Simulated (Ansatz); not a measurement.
Basis-set extrapolation for CH7BOSi2 (`OB[SiH]1C[SiH2]1`) (PBE0-D4/def2-TZVP geometry, frozen core, Ansatz). Multiplicity 1, RHF reference.

```tsv
	def2-TZVPP	def2-QZVPP
HF	-719.427393	-719.451460
MP2 correlation	-0.753493	-0.807800
CCSD(T) correlation	-0.840776	not run
```

Energies in hartree. Use E(X) = E(∞) + A·exp(−7.88·√X) for Hartree–Fock and E(X) = E(∞) + B·X^(−2.97) for correlation, with X = 3 and 4, and add CCSD(T) minus MP2 of the smaller set to the MP2 limit.

Q: What is the CCSD(T) energy at the basis-set limit?

A: HF limit: -719.451460 + (-0.024067) × 0.13774 = -719.45477. MP2 limit: -0.807800 + (-0.054307) × 0.74074 = -0.84803. Higher-order term: -0.840776 − (-0.753493) = -0.08728. Total: -720.39008 hartree, 76.5 kcal/mol below CCSD(T)/def2-TZVPP.
